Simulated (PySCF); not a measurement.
## Magnetic susceptibility: (Br2Al-mu-OH)2

Cartesian coordinates in Å; atom numbers follow the order of the lines, from 1:
```xyz
10

Al    1.299   -0.005   -0.499
Br    2.835    1.288    0.505
Br    1.767   -1.296   -2.274
O     0.284   -0.922    0.743
Al   -1.299    0.004    0.497
Br   -1.758    1.299    2.273
Br   -2.842   -1.287   -0.498
O    -0.286    0.918   -0.749
H     0.507   -1.646    1.336
H    -0.507    1.648   -1.335
```

The calculation used GIAO B97-2/def2-SVP magnetisability, rotational g tensor and spin-rotation constants, non-relativistic, gas phase in PySCF. Geometry: GFN2-xTB.

The calculation is non-relativistic, which matters for the atoms heavier than Zn.

(1) What are the magnetisability and the molar susceptibility?

(2) Split it along the inertial axes a, b, c into diamagnetic and paramagnetic parts about the centre of mass, with the quadrupole moment.

(3) And the rotational g tensor?

Results:

(1) Isotropic -2845 × 10⁻³⁰ J/T², or -171.3 × 10⁻⁶ cm³/mol; principal values -2852, -2850, -2832 × 10⁻³⁰ J/T², anisotropy 18 × 10⁻³⁰ J/T² (root of half the summed squared differences of the principal values). The susceptibility is in cgs units.

(2) 
| axis | χ (10⁻⁶ cm³/mol) | diamagnetic (10⁻⁶ cm³/mol) | paramagnetic (10⁻⁶ cm³/mol) | summed x² of all electrons (Å²) | quadrupole Θ (D Å) |
| --- | --- | --- | --- | --- | --- |
| a | -171.7 | -2635.1 | 2463.4 | 926.6 | -16.62 |
| b | -171.6 | -4154.4 | 3982.8 | 568.5 | -10.51 |
| c | -170.6 | -6342.8 | 6172.2 | 52.7 | +27.13 |

Anisotropies 2χaa − χbb − χcc = -1.2 and 2χbb − χaa − χcc = -1.0 × 10⁻⁶ cm³/mol. Θ is traceless in Buckingham's convention.

(3) 
| axis | rotational constant (GHz) | g | nuclear part | electronic part |
| --- | --- | --- | --- | --- |
| a | 0.3938 | -0.0028 | 0.4530 | -0.4557 |
| b | 0.2430 | -0.0021 | 0.4525 | -0.4546 |
| c | 0.1555 | -0.0031 | 0.4480 | -0.4510 |

Asymmetric top; isotopes 27Al, 79Br, 1H, 16O; no vibrational averaging.
